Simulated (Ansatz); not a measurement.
CH$_{7}$GaSSi (`C[SiH2][S][GaH2]`). Charge 0, multiplicity 1. The structure was optimised at the PBE0-D4/def2-TZVP level. It is one conformer, not always the lowest.

```xyz
11

C     0.189    1.520    0.670
Si   -0.661   -0.112    0.973
S    -1.471   -0.945   -0.829
Ga    0.398   -1.545   -1.822
H    -0.495    2.226    0.193
H     0.531    1.952    1.614
H     1.058    1.390    0.021
H     0.288   -1.074    1.594
H    -1.820    0.066    1.886
H     0.239   -2.221   -3.219
H     1.745   -1.257   -1.082
```

Q: What is the dipole moment at B3LYP/def2-TZVPP? (Best estimate.)

A: Ansatz gave: 1.47 D, with components (1.30, 0.69, 0.10) D in this frame, pointing from negative to positive charge.

Q: And with PBE, r2SCAN, ωB97M-V? (Best estimate.)

A: The calculation gave: PBE 1.45 D, r2SCAN 1.53 D, ωB97M-V 1.52 D.

Q: Give the Mulliken charges with B3LYP, r2SCAN, ωB97M-V in def2-TZVPP. (Best estimate.)

A: The calculation gave: 
```json
{"atom": "C1", "B3LYP": "-0.37", "r2SCAN": "-0.29", "ωB97M-V": "-0.43"}
{"atom": "Si2", "B3LYP": "0.36", "r2SCAN": "0.38", "ωB97M-V": "0.25"}
{"atom": "S3", "B3LYP": "-0.31", "r2SCAN": "-0.33", "ωB97M-V": "-0.30"}
{"atom": "Ga4", "B3LYP": "0.23", "r2SCAN": "0.25", "ωB97M-V": "0.17"}
{"atom": "H5", "B3LYP": "0.11", "r2SCAN": "0.08", "ωB97M-V": "0.13"}
{"atom": "H6", "B3LYP": "0.10", "r2SCAN": "0.08", "ωB97M-V": "0.12"}
{"atom": "H7", "B3LYP": "0.10", "r2SCAN": "0.08", "ωB97M-V": "0.12"}
{"atom": "H8", "B3LYP": "-0.07", "r2SCAN": "-0.07", "ωB97M-V": "-0.02"}
{"atom": "H9", "B3LYP": "-0.07", "r2SCAN": "-0.08", "ωB97M-V": "-0.03"}
{"atom": "H10", "B3LYP": "-0.03", "r2SCAN": "-0.04", "ωB97M-V": "0.00"}
{"atom": "H11", "B3LYP": "-0.05", "r2SCAN": "-0.05", "ωB97M-V": "-0.02"}
```

B3LYP here is the variant with VWN-RPA as its local correlation; programs differ in this.
